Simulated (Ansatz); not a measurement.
An input meant for `[C-]#[N+]C12CC3C4CC5CC3C(C1)C(C5)C4C2` (charge 0, singlet).

```yaml
crystal:
  periodic: [false, false, false]
  atoms:
    - {symbol: C, position_ang: [4.792831, 0.016795, 0.057244]}
    - {symbol: N, position_ang: [3.606390, 0.012907, 0.043156]}
    - {symbol: C, position_ang: [2.178803, 0.007879, 0.026107]}
    - {symbol: C, position_ang: [1.656728, -1.437401, 0.202608]}
    - {symbol: C, position_ang: [0.121957, -1.436485, 0.183416]}
    - {symbol: C, position_ang: [-0.407994, -0.879552, -1.161058]}
    - {symbol: C, position_ang: [-1.945085, -0.883620, -1.177482]}
    - {symbol: C, position_ang: [-2.481974, -0.008974, -0.029731]}
    - {symbol: C, position_ang: [-1.976058, -0.568345, 1.312564]}
    - {symbol: C, position_ang: [-0.439021, -0.563710, 1.333299]}
    - {symbol: C, position_ang: [0.101941, 0.876490, 1.154755]}
    - {symbol: C, position_ang: [1.636626, 0.885991, 1.178325]}
    - {symbol: C, position_ang: [-0.428085, 1.438757, -0.187475]}
    - {symbol: C, position_ang: [-1.965175, 1.430659, -0.205573]}
    - {symbol: C, position_ang: [0.132888, 0.561373, -1.333845]}
    - {symbol: C, position_ang: [1.667688, 0.569472, -1.321486]}
    - {symbol: H, position_ang: [2.039377, -1.847486, 1.160518]}
    - {symbol: H, position_ang: [2.061416, -2.072010, -0.613284]}
    - {symbol: H, position_ang: [-0.239956, -2.480238, 0.311078]}
    - {symbol: H, position_ang: [-0.022179, -1.511987, -1.990972]}
    - {symbol: H, position_ang: [-2.313972, -0.503360, -2.154544]}
    - {symbol: H, position_ang: [-2.321627, -1.924326, -1.075259]}
    - {symbol: H, position_ang: [-3.592511, -0.013025, -0.043042]}
    - {symbol: H, position_ang: [-2.367609, 0.042223, 2.154717]}
    - {symbol: H, position_ang: [-2.353192, -1.602864, 1.463699]}
    - {symbol: H, position_ang: [-0.075611, -0.968174, 2.303828]}
    - {symbol: H, position_ang: [-0.274522, 1.510675, 1.987081]}
    - {symbol: H, position_ang: [2.026853, 1.918716, 1.062658]}
    - {symbol: H, position_ang: [2.019131, 0.494889, 2.144209]}
    - {symbol: H, position_ang: [-0.056798, 2.479703, -0.314663]}
    - {symbol: H, position_ang: [-2.334384, 1.856536, -1.163499]}
    - {symbol: H, position_ang: [-2.356403, 2.080669, 0.606669]}
    - {symbol: H, position_ang: [-0.221130, 0.966962, -2.306908]}
    - {symbol: H, position_ang: [2.058139, 1.599651, -1.457337]}
    - {symbol: H, position_ang: [2.072497, -0.048818, -2.149765]}
basis:
  gaussian: {orbitals: def2-SVP}
magnetization: {spin_polarized: true, initial_magnetization: 6}
hamiltonian: {xc: {name: rPW86-PBE}, dispersion: d4}
output: {forces: true}
```

```sh
$ ansatz run in.yaml --threads 2 --pin off --events-out ev --progress --plain --max-ram 32768MiB --backend cuda --devices 0, --max-vram 18GiB
```

Shortened log:

```
Functional definition: rPW86-PBE
3644 factors; their error is unknown
mean field evaluation 1: about -17335.9192 eV, gradient 7.2e1 eV
mean field evaluation 2: about -17238.1074 eV, gradient 1.4e2 eV
mean field evaluation 4: about -17359.0335 eV, gradient 2.8e1 eV
mean field evaluation 8: about -17362.2807 eV, gradient 1.5e1 eV
mean field evaluation 16: about -17363.9383 eV, gradient 1.5e0 eV
mean field evaluation 32: about -17363.7442 eV, gradient 2.1e-6 eV
mean field evaluation 64: about -17363.5623 eV, gradient 5.0e0 eV
mean field evaluation 96: about -17360.1465 eV, gradient 5.7e0 eV
mean field evaluation 128: about -17363.3845 eV, gradient 1.7e0 eV
mean field -17363.74418138 eV, -638.1058290971 hartree, gradient 4.8e-8 eV, S^2 12.005563; 10 other end points of the search recorded, 0 dependent functions left out
reference -17363.74434781 eV, -638.1058352132 hartree; 61, 55 occupied and 258, 264 virtual orbitals, 3644 factors
Total energy: -17365.34845894 eV, -638.1647852100 hartree
Atom 0 at     4.792831     0.016795     0.057244 Å, force    18.907893     0.060962     0.224292 eV/Å
Atom 1 at     3.606390     0.012907     0.043156 Å, force   -21.110734    -0.069917    -0.250059 eV/Å
Atom 2 at     2.178803     0.007879     0.026107 Å, force     4.276797     0.019402     0.050703 eV/Å
Atom 3 at     1.656728    -1.437401     0.202608 Å, force    -0.874128    -1.008546     0.116724 eV/Å
Atom 4 at     0.121957    -1.436485     0.183416 Å, force     0.969648     1.158095    -0.134992 eV/Å
Atom 5 at    -0.407994    -0.879552    -1.161058 Å, force    -0.892120     0.080576     0.084783 eV/Å
Atom 6 at    -1.945085    -0.883620    -1.177482 Å, force     0.001331    -0.002747     0.002178 eV/Å
Atom 7 at    -2.481974    -0.008974    -0.029731 Å, force    -0.189185     0.005450    -0.002622 eV/Å
Atom 8 at    -1.976058    -0.568345     1.312564 Å, force     0.001087    -0.003256    -0.001683 eV/Å
Atom 9 at    -0.439021    -0.563710     1.333299 Å, force    -0.889634     0.054099    -0.122805 eV/Å
Atom 10 at     0.101941     0.876490     1.154755 Å, force     0.986130    -0.715932    -0.921233 eV/Å
Atom 11 at     1.636626     0.885991     1.178325 Å, force    -0.891986     0.608896     0.795740 eV/Å
Atom 12 at    -0.428085     1.438757    -0.187475 Å, force    -0.892557    -0.110631     0.003388 eV/Å
Atom 13 at    -1.965175     1.430659    -0.205573 Å, force    -0.000665    -0.005964     0.000539 eV/Å
Atom 14 at     0.132888     0.561373    -1.333845 Å, force     0.960574    -0.460703     1.093407 eV/Å
Atom 15 at     1.667688     0.569472    -1.321486 Å, force    -0.869887     0.388681    -0.944383 eV/Å
Atom 16 at     2.039377    -1.847486     1.160518 Å, force     0.009738     0.036224     0.141350 eV/Å
Atom 17 at     2.061416    -2.072010    -0.613284 Å, force     0.013320    -0.000265    -0.145589 eV/Å
Atom 18 at    -0.239956    -2.480238     0.311078 Å, force    -0.087402    -0.615117     0.077013 eV/Å
Atom 19 at    -0.022179    -1.511987    -1.990972 Å, force     0.215970    -0.195547    -0.252069 eV/Å
Atom 20 at    -2.313972    -0.503360    -2.154544 Å, force     0.036925     0.021821    -0.029150 eV/Å
Atom 21 at    -2.321627    -1.924326    -1.075259 Å, force     0.036808    -0.034272     0.013108 eV/Å
Atom 22 at    -3.592511    -0.013025    -0.043042 Å, force    -0.148248    -0.000403    -0.001710 eV/Å
Atom 23 at    -2.367609     0.042223     2.154717 Å, force     0.036271     0.028511     0.023663 eV/Å
Atom 24 at    -2.353192    -1.602864     1.463699 Å, force     0.037041    -0.036376    -0.003114 eV/Å
Atom 25 at    -0.075611    -0.968174     2.303828 Å, force     0.208954    -0.126087     0.297885 eV/Å
Atom 26 at    -0.274522     1.510675     1.987081 Å, force    -0.097968     0.376647     0.491262 eV/Å
Atom 27 at     2.026853     1.918716     1.062658 Å, force     0.012672     0.103725    -0.102827 eV/Å
Atom 28 at     2.019131     0.494889     2.144209 Å, force     0.011621    -0.126767     0.072353 eV/Å
Atom 29 at    -0.056798     2.479703    -0.314663 Å, force     0.209348     0.317770    -0.037852 eV/Å
Atom 30 at    -2.334384     1.856536    -1.163499 Å, force     0.037151     0.007731    -0.035213 eV/Å
Atom 31 at    -2.356403     2.080669     0.606669 Å, force     0.036200     0.016259     0.033095 eV/Å
Atom 32 at    -0.221130     0.966962    -2.306908 Å, force    -0.084573     0.242263    -0.571863 eV/Å
Atom 33 at     2.058139     1.599651    -1.457337 Å, force     0.010558     0.126115     0.074013 eV/Å
Atom 34 at     2.072497    -0.048818    -2.149765 Å, force     0.013050    -0.140694    -0.038330 eV/Å
Dipole moment:    -0.344594    -0.001141    -0.004090 e Å
```

**Question.** What is wrong with this run?

**Answer.** The spin is set far too high (6 unpaired electrons typed, 0 in the singlet as meant). The run converged. The result belongs to that input, not to the species as meant.
